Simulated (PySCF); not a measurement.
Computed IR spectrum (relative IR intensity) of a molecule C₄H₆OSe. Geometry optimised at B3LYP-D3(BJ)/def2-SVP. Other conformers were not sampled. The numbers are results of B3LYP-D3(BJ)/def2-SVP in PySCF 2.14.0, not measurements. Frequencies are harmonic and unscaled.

ν (cm⁻¹): 191 (w), 1075 (w), 1093 (m), 1137 (vw), 1271 (w), 1405 (w), 1909 (vs), 2404 (w), 3065 (vw), 3080 (w), 3140 (vw) (against the strongest line: vs over 80 %, s over 45 %, m over 15 %, w over 4 %, vw less)

Question: Which structure fits?
A. C#C[C@H]([SeH])OC
B. O=C1CC[C@@H]1[SeH]
C. CC1=CO[C@H]1[SeH]
D. O=CC1([SeH])CC1

Answer: B, O=C1CC[C@@H]1[SeH]
